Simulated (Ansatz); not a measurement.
Born–Oppenheimer molecular dynamics of H$_{3}$IOSeSi (7 atoms, charge 0, multiplicity 1). It starts at the highest image of a converged band. Of that band: Neighbouring images differ by up to 2.6 eV, so the band resolves the path poorly. A vibrational analysis at the climbing image gives one clearly imaginary mode, 1754i cm⁻¹: a first-order saddle point.

Theory: RKS BHLYP/def2-SVP in Ansatz.

```json
{
 "ensemble": "NVE (velocity Verlet)",
 "time step": "0.5 fs",
 "steps asked": "200",
 "starting velocities drawn for": "300 K",
 "seed": "12373"
}
```

Frames 0.5 fs apart, positions in Å, forces in eV/Å.

Velocities at 80.0 fs (Å/ps):

```
O 1.46 -2.15 -11.37
Si -1.30 0.15 10.10
Se 1.72 1.25 -1.16
I -1.02 0.18 0.16
H 10.71 -3.88 -4.03
H -68.09 -76.40 -70.59
H 63.99 -10.29 44.23
```

```xyz
7
Properties=species:S:1:pos:R:3:forces:R:3 time_fs=80.0 energy_less_start_eV=-1.237 T=2215
O -0.131 1.109 -0.668 0.58 1.01 1.17
Si -0.151 0.208 0.692 0.12 -4.71 -0.19
Se 1.994 -0.830 0.727 -0.93 2.01 -0.33
I -1.718 -1.688 -0.112 -0.13 -0.11 -0.44
H -0.852 1.442 -1.186 -0.51 -0.01 0.01
H -0.816 -0.458 1.972 0.53 2.58 -0.40
H 2.389 0.475 0.108 0.34 -0.76 0.17
7
Properties=species:S:1:pos:R:3:forces:R:3 time_fs=80.5 energy_less_start_eV=-1.147 T=2075
O -0.131 1.108 -0.673 0.83 0.74 1.53
Si -0.152 0.207 0.697 0.19 -4.43 -0.51
Se 1.995 -0.830 0.727 -0.94 1.86 -0.24
I -1.718 -1.687 -0.112 -0.17 -0.21 -0.51
H -0.847 1.440 -1.188 -0.76 0.10 -0.16
H -0.849 -0.493 1.936 0.56 2.58 -0.24
H 2.422 0.469 0.130 0.31 -0.65 0.13
7
Properties=species:S:1:pos:R:3:forces:R:3 time_fs=81.0 energy_less_start_eV=-1.065 T=1948
O -0.130 1.107 -0.679 0.99 0.52 1.82
Si -0.152 0.207 0.702 0.26 -4.11 -0.83
Se 1.996 -0.829 0.726 -0.96 1.69 -0.15
I -1.719 -1.687 -0.112 -0.20 -0.31 -0.57
H -0.844 1.439 -1.190 -0.93 0.17 -0.27
H -0.881 -0.522 1.900 0.57 2.57 -0.09
H 2.455 0.462 0.153 0.27 -0.53 0.08
7
Properties=species:S:1:pos:R:3:forces:R:3 time_fs=81.5 energy_less_start_eV=-0.994 T=1838
O -0.129 1.106 -0.684 1.03 0.35 2.00
Si -0.153 0.206 0.707 0.36 -3.76 -1.13
Se 1.997 -0.828 0.726 -0.97 1.51 -0.06
I -1.720 -1.687 -0.112 -0.24 -0.42 -0.63
H -0.844 1.438 -1.193 -0.99 0.19 -0.29
H -0.912 -0.545 1.863 0.57 2.53 0.07
H 2.489 0.453 0.176 0.24 -0.40 0.04
7
Properties=species:S:1:pos:R:3:forces:R:3 time_fs=82.0 energy_less_start_eV=-0.934 T=1745
O -0.127 1.105 -0.689 0.95 0.24 2.09
Si -0.153 0.205 0.711 0.47 -3.39 -1.42
Se 1.997 -0.827 0.725 -0.99 1.32 0.02
I -1.720 -1.687 -0.112 -0.27 -0.53 -0.69
H -0.845 1.437 -1.197 -0.92 0.16 -0.23
H -0.941 -0.561 1.827 0.55 2.47 0.23
H 2.523 0.443 0.199 0.22 -0.27 0.00
7
Properties=species:S:1:pos:R:3:forces:R:3 time_fs=82.5 energy_less_start_eV=-0.883 T=1666
O -0.126 1.105 -0.693 0.76 0.20 2.08
Si -0.154 0.203 0.716 0.60 -3.01 -1.71
Se 1.998 -0.826 0.724 -1.01 1.13 0.09
I -1.721 -1.687 -0.112 -0.31 -0.64 -0.74
H -0.849 1.436 -1.201 -0.74 0.07 -0.09
H -0.969 -0.572 1.791 0.51 2.39 0.40
H 2.558 0.432 0.222 0.19 -0.15 -0.03
7
Properties=species:S:1:pos:R:3:forces:R:3 time_fs=83.0 energy_less_start_eV=-0.839 T=1598
O -0.125 1.104 -0.697 0.49 0.20 2.01
Si -0.154 0.202 0.721 0.73 -2.62 -1.98
Se 1.999 -0.826 0.724 -1.02 0.96 0.15
I -1.721 -1.687 -0.112 -0.34 -0.74 -0.79
H -0.855 1.436 -1.206 -0.48 -0.05 0.11
H -0.996 -0.577 1.756 0.47 2.29 0.57
H 2.593 0.421 0.245 0.15 -0.05 -0.05
7
Properties=species:S:1:pos:R:3:forces:R:3 time_fs=83.5 energy_less_start_eV=-0.799 T=1537
O -0.123 1.103 -0.701 0.19 0.22 1.91
Si -0.155 0.200 0.725 0.88 -2.23 -2.26
Se 2.000 -0.825 0.723 -1.02 0.81 0.20
I -1.722 -1.687 -0.112 -0.38 -0.84 -0.85
H -0.862 1.435 -1.210 -0.19 -0.19 0.32
H -1.022 -0.577 1.722 0.40 2.19 0.74
H 2.629 0.411 0.267 0.11 0.03 -0.07
7
Properties=species:S:1:pos:R:3:forces:R:3 time_fs=84.0 energy_less_start_eV=-0.763 T=1481
O -0.121 1.103 -0.705 -0.10 0.24 1.81
Si -0.155 0.198 0.729 1.04 -1.85 -2.53
Se 2.000 -0.824 0.723 -1.01 0.69 0.24
I -1.722 -1.687 -0.112 -0.40 -0.94 -0.90
H -0.869 1.435 -1.214 0.09 -0.31 0.51
H -1.047 -0.571 1.691 0.33 2.08 0.92
H 2.665 0.400 0.290 0.06 0.09 -0.06
7
Properties=species:S:1:pos:R:3:forces:R:3 time_fs=84.5 energy_less_start_eV=-0.731 T=1431
O -0.120 1.102 -0.708 -0.35 0.25 1.75
Si -0.156 0.195 0.733 1.20 -1.50 -2.79
Se 2.001 -0.823 0.722 -0.98 0.59 0.26
I -1.723 -1.687 -0.112 -0.42 -1.02 -0.94
H -0.876 1.433 -1.216 0.33 -0.41 0.67
H -1.071 -0.561 1.661 0.24 1.97 1.10
H 2.701 0.389 0.312 -0.01 0.11 -0.05
7
Properties=species:S:1:pos:R:3:forces:R:3 time_fs=85.0 energy_less_start_eV=-0.704 T=1390
O -0.118 1.102 -0.711 -0.52 0.23 1.74
Si -0.156 0.193 0.737 1.36 -1.16 -3.06
Se 2.001 -0.822 0.722 -0.94 0.52 0.28
I -1.723 -1.687 -0.112 -0.43 -1.10 -0.98
H -0.882 1.430 -1.216 0.49 -0.48 0.78
H -1.094 -0.546 1.634 0.15 1.87 1.28
H 2.737 0.379 0.335 -0.10 0.11 -0.03
7
Properties=species:S:1:pos:R:3:forces:R:3 time_fs=85.5 energy_less_start_eV=-0.684 T=1360
O -0.117 1.101 -0.714 -0.61 0.18 1.78
Si -0.156 0.190 0.740 1.50 -0.87 -3.31
Se 2.002 -0.821 0.721 -0.89 0.48 0.29
I -1.724 -1.687 -0.112 -0.44 -1.16 -1.01
H -0.887 1.427 -1.215 0.58 -0.51 0.82
H -1.117 -0.526 1.610 0.05 1.77 1.44
H 2.773 0.369 0.357 -0.20 0.09 -0.01
```

Of the whole run (100 fs, mean temperature of the second half 2708 K): The conserved energy stayed within 0.96 meV per atom of its start (net change -0.16 meV per atom), so the integration is sound. The system heated up, since it started high on the potential surface and ran downhill. A run of 0.1 ps of so small a system gives no equilibrium averages. The orbitals stay closed-shell, which can raise the energy where a bond breaks towards radicals; this wasn't checked here.

The run took 6.5 min on 2 threads of Intel(R) Xeon(R) 6975P-C (Granite Rapids), with other jobs on the host, peak memory 0.29 GiB.
